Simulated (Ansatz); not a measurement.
Ansatz (an electronic-structure program) input for C₃H₇FOSi, SMILES C[SiH2]O/C=C\F, PBE-D3(BJ)/def2-SVP. 

Ansatz 0.2 input:
```yaml
crystal:
  periodic: [false, false, false]
  atoms:
    - {symbol: C, position_ang: [-2.74521846, 0.20786845, 0.63570921]}
    - {symbol: Si, position_ang: [-1.30454848, -0.92005841, 0.27661412]}
    - {symbol: O, position_ang: [0.05399760, 0.06489333, 0.12453317]}
    - {symbol: C, position_ang: [1.34822036, -0.32988976, 0.10592758]}
    - {symbol: C, position_ang: [2.32727832, 0.39800354, -0.43893416]}
    - {symbol: F, position_ang: [2.10846854, 1.57261785, -1.04155997]}
    - {symbol: H, position_ang: [-2.58238070, 0.76428548, 1.57183683]}
    - {symbol: H, position_ang: [-2.87814006, 0.93570438, -0.18006387]}
    - {symbol: H, position_ang: [-3.67615079, -0.37389591, 0.73400994]}
    - {symbol: H, position_ang: [-1.05840811, -1.89083038, 1.38652382]}
    - {symbol: H, position_ang: [-1.51208853, -1.68812071, -0.98605205]}
    - {symbol: H, position_ang: [1.60661220, -1.28279121, 0.58507872]}
    - {symbol: H, position_ang: [3.37435554, 0.08786556, -0.42237249]}
basis:
  gaussian:
    orbitals: def2-SVP
hamiltonian:
  xc: pbe
  dispersion: d3bj
relax: {f_tol: 0.002, max_steps: 200}
```

Program output:

```
WARN ansatz: RAYON_NUM_THREADS=1 ignored (pool sized by the plan → 1); use --threads N
Functional definition: PBE
integrals: 0.06 GiB planned
1367 factors; their error is unknown
mean field: 0.36 GiB planned
mean field evaluation 1: about -15834.0343 eV, gradient 6.9e1 eV
mean field evaluation 2: about -15815.3426 eV, gradient 1.1e2 eV
mean field evaluation 4: about -15844.7676 eV, gradient 1.0e1 eV
mean field evaluation 8: about -15845.0239 eV, gradient 3.0e-1 eV
mean field evaluation 16: about -15844.9402 eV, gradient 9.7e-4 eV
mean field -15844.94018752 eV, -582.2908118050 hartree, gradient 3.9e-5 eV, S^2 0.000000; 0 other end points of the search recorded, 0 dependent functions left out
the calculation of the forces begins
reference -15844.94022559 eV, -582.2908132041 hartree; 28, 28 occupied and 95, 95 virtual orbitals, 1367 factors
relax step   1: F+E_penalty+E_count = -15845.19024143 eV  Δ(F+E_penalty+E_count) = +0.000e0 eV  max|allowed force component| = 3.412e-1 eV/Å  Δτ_max = 0.0000 Å  (31 SCF iters, accepted)
these checks for a lower state are left out or cut short: starts, cluster_reference, orbital_swaps, neighbouring_geometries, increment
integrals: 0.06 GiB planned
1367 factors; their error is unknown
mean field: 0.36 GiB planned
mean field -15844.95560527 eV, -582.2913783970 hartree, gradient 1.7e-5 eV, S^2 0.000000; 0 other end points of the search recorded, 0 dependent functions left out
the calculation of the forces begins
reference -15844.95564342 eV, -582.2913797992 hartree; 28, 28 occupied and 95, 95 virtual orbitals, 1367 factors
relax step   2: F+E_penalty+E_count = -15845.20492477 eV  Δ(F+E_penalty+E_count) = -1.468e-2 eV  max|allowed force component| = 1.989e-1 eV/Å  Δτ_max = 0.0147 Å  (33 SCF iters, accepted)
these checks for a lower state are left out or cut short: starts, cluster_reference, orbital_swaps, neighbouring_geometries, increment
integrals: 0.06 GiB planned
1367 factors; their error is unknown
mean field: 0.36 GiB planned
mean field evaluation 32: about -15844.9580 eV, gradient 9.6e-5 eV
mean field -15844.95802143 eV, -582.2914671894 hartree, gradient 1.7e-5 eV, S^2 0.000000; 0 other end points of the search recorded, 0 dependent functions left out
the calculation of the forces begins
reference -15844.95805960 eV, -582.2914685921 hartree; 28, 28 occupied and 95, 95 virtual orbitals, 1367 factors
relax step   3: F+E_penalty+E_count = -15845.20697240 eV  Δ(F+E_penalty+E_count) = -2.048e-3 eV  max|allowed force component| = 7.579e-2 eV/Å  Δτ_max = 0.0101 Å  (33 SCF iters, accepted)
these checks for a lower state are left out or cut short: starts, cluster_reference, orbital_swaps, neighbouring_geometries, increment
integrals: 0.06 GiB planned
1367 factors; their error is unknown
mean field: 0.36 GiB planned
mean field -15844.95817997 eV, -582.2914730155 hartree, gradient 1.7e-5 eV, S^2 0.000000; 0 other end points of the search recorded, 0 dependent functions left out
the calculation of the forces begins
reference -15844.95821803 eV, -582.2914744142 hartree; 28, 28 occupied and 95, 95 virtual orbitals, 1367 factors
relax step   4: F+E_penalty+E_count = -15845.20748073 eV  Δ(F+E_penalty+E_count) = -5.083e-4 eV  max|allowed force component| = 5.196e-2 eV/Å  Δτ_max = 0.0261 Å  (31 SCF iters, accepted)
these checks for a lower state are left out or cut short: starts, cluster_reference, orbital_swaps, neighbouring_geometries, increment
integrals: 0.06 GiB planned
1367 factors; their error is unknown
mean field: 0.36 GiB planned
mean field -15844.95840296 eV, -582.2914812102 hartree, gradient 1.7e-5 eV, S^2 0.000000; 0 other end points of the search recorded, 0 dependent functions left out
the calculation of the forces begins
reference -15844.95844100 eV, -582.2914826082 hartree; 28, 28 occupied and 95, 95 virtual orbitals, 1367 factors
relax step   5: F+E_penalty+E_count = -15845.20767050 eV  Δ(F+E_penalty+E_count) = -1.898e-4 eV  max|allowed force component| = 2.447e-2 eV/Å  Δτ_max = 0.0119 Å  (32 SCF iters, accepted)
these checks for a lower state are left out or cut short: starts, cluster_reference, orbital_swaps, neighbouring_geometries, increment
integrals: 0.06 GiB planned
1367 factors; their error is unknown
mean field: 0.36 GiB planned
mean field -15844.95848508 eV, -582.2914842279 hartree, gradient 9.7e-6 eV, S^2 0.000000; 0 other end points of the search recorded, 0 dependent functions left out
the calculation of the forces begins
reference -15844.95852312 eV, -582.2914856260 hartree; 28, 28 occupied and 95, 95 virtual orbitals, 1367 factors
relax step   6: F+E_penalty+E_count = -15845.20771933 eV  Δ(F+E_penalty+E_count) = -4.883e-5 eV  max|allowed force component| = 7.690e-3 eV/Å  Δτ_max = 0.0031 Å  (24 SCF iters, accepted)
these checks for a lower state are left out or cut short: starts, cluster_reference, orbital_swaps, neighbouring_geometries, increment
integrals: 0.06 GiB planned
1367 factors; their error is unknown
mean field: 0.36 GiB planned
mean field -15844.95847744 eV, -582.2914839474 hartree, gradient 1.2e-5 eV, S^2 0.000000; 0 other end points of the search recorded, 0 dependent functions left out
the calculation of the forces begins
reference -15844.95851548 eV, -582.2914853452 hartree; 28, 28 occupied and 95, 95 virtual orbitals, 1367 factors
relax step   7: F+E_penalty+E_count = -15845.20772977 eV  Δ(F+E_penalty+E_count) = -1.044e-5 eV  max|allowed force component| = 2.645e-3 eV/Å  Δτ_max = 0.0019 Å  (24 SCF iters, accepted)
these checks for a lower state are left out or cut short: starts, cluster_reference, orbital_swaps, neighbouring_geometries, increment
integrals: 0.06 GiB planned
1367 factors; their error is unknown
mean field: 0.36 GiB planned
mean field evaluation 64: about -15844.9585 eV, gradient 1.7e-4 eV
mean field -15844.95850385 eV, -582.2914849178 hartree, gradient 9.9e-6 eV, S^2 0.000000; 0 other end points of the search recorded, 0 dependent functions left out
the calculation of the forces begins
reference -15844.95854188 eV, -582.2914863156 hartree; 28, 28 occupied and 95, 95 virtual orbitals, 1367 factors
relax step   8: F+E_penalty+E_count = -15845.20774180 eV  Δ(F+E_penalty+E_count) = -1.203e-5 eV  max|allowed force component| = 1.310e-3 eV/Å  Δτ_max = 0.0043 Å  (24 SCF iters, accepted)
these checks for a lower state are left out or cut short: starts, cluster_reference, orbital_swaps, neighbouring_geometries, increment
integrals: 0.06 GiB planned
1367 factors; their error is unknown
mean field: 0.35 GiB planned
mean field -15844.95854186 eV, -582.2914863146 hartree, gradient 1.7e-5 eV, S^2 0.000000; 0 other end points of the search recorded, 0 dependent functions left out
the calculation of the forces begins
reference -15844.95857989 eV, -582.2914877124 hartree; 28, 28 occupied and 95, 95 virtual orbitals, 1367 factors
relax step   9: F+E_penalty+E_count = -15845.20775059 eV  Δ(F+E_penalty+E_count) = -8.786e-6 eV  max|allowed force component| = 3.550e-3 eV/Å  Δτ_max = 0.0083 Å  (31 SCF iters, accepted)
these checks for a lower state are left out or cut short: starts, cluster_reference, orbital_swaps, neighbouring_geometries, increment
integrals: 0.06 GiB planned
1367 factors; their error is unknown
mean field: 0.36 GiB planned
mean field -15844.95854343 eV, -582.2914863723 hartree, gradient 9.6e-6 eV, S^2 0.000000; 0 other end points of the search recorded, 0 dependent functions left out
the calculation of the forces begins
reference -15844.95858146 eV, -582.2914877701 hartree; 28, 28 occupied and 95, 95 virtual orbitals, 1367 factors
relax step  10: F+E_penalty+E_count = -15845.20775128 eV  Δ(F+E_penalty+E_count) = -6.942e-7 eV  max|allowed force component| = 4.124e-3 eV/Å  Δτ_max = 0.0022 Å  (23 SCF iters, accepted)
these checks for a lower state are left out or cut short: starts, cluster_reference, orbital_swaps, neighbouring_geometries, increment
integrals: 0.06 GiB planned
1367 factors; their error is unknown
mean field: 0.36 GiB planned
mean field -15844.95854382 eV, -582.2914863869 hartree, gradient 9.5e-6 eV, S^2 0.000000; 0 other end points of the search recorded, 0 dependent functions left out
the calculation of the forces begins
reference -15844.95858186 eV, -582.2914877847 hartree; 28, 28 occupied and 95, 95 virtual orbitals, 1367 factors
relax step  11: F+E_penalty+E_count = -15845.20775355 eV  Δ(F+E_penalty+E_count) = -2.263e-6 eV  max|allowed force component| = 1.645e-3 eV/Å  Δτ_max = 0.0009 Å  (24 SCF iters, accepted)
integrals: 0.06 GiB planned
1367 factors; their error is unknown
mean field: 0.36 GiB planned
mean field evaluation 96: about -15845.0421 eV, gradient 3.1e-1 eV
mean field -15844.95854382 eV, -582.2914863869 hartree, gradient 9.4e-6 eV, S^2 0.000000; 1 other end points of the search recorded, 0 dependent functions left out
the calculation of the forces begins
reference -15844.95858186 eV, -582.2914877847 hartree; 28, 28 occupied and 95, 95 virtual orbitals, 1367 factors
Total energy: -15845.20779158 eV, -582.3006460731 hartree
Atom 0 at    -2.759101     0.204250     0.639696 Å, force    -0.000598    -0.000407    -0.000248 eV/Å
Atom 1 at    -1.306752    -0.915959     0.278967 Å, force     0.000468    -0.000389     0.000212 eV/Å
Atom 2 at     0.047030     0.095903     0.097507 Å, force    -0.000099     0.000077     0.000349 eV/Å
Atom 3 at     1.339284    -0.324854     0.086043 Å, force     0.000402     0.000057    -0.000720 eV/Å
Atom 4 at     2.346566     0.401804    -0.436141 Å, force     0.000306    -0.001645     0.000450 eV/Å
Atom 5 at     2.160448     1.596262    -1.021992 Å, force    -0.000511     0.000838    -0.000113 eV/Å
Atom 6 at    -2.595174     0.774266     1.575624 Å, force     0.000232     0.000080     0.000011 eV/Å
Atom 7 at    -2.907450     0.926519    -0.187765 Å, force     0.000151    -0.000028    -0.000084 eV/Å
Atom 8 at    -3.687741    -0.392044     0.750137 Å, force     0.000186     0.000397     0.000095 eV/Å
Atom 9 at    -1.030831    -1.877644     1.408206 Å, force    -0.000123     0.000239     0.000185 eV/Å
Atom 10 at    -1.520978    -1.709329    -0.983356 Å, force    -0.000015     0.000165    -0.000140 eV/Å
Atom 11 at     1.582339    -1.298082     0.552692 Å, force    -0.000343     0.000058    -0.000075 eV/Å
Atom 12 at     3.394357     0.064559    -0.408368 Å, force    -0.000056     0.000559     0.000080 eV/Å
Dipole moment:    -0.202284    -0.297049     0.179858 e Å
```

The calculation finished and met its thresholds.

Cost: roughly 30 core-seconds.
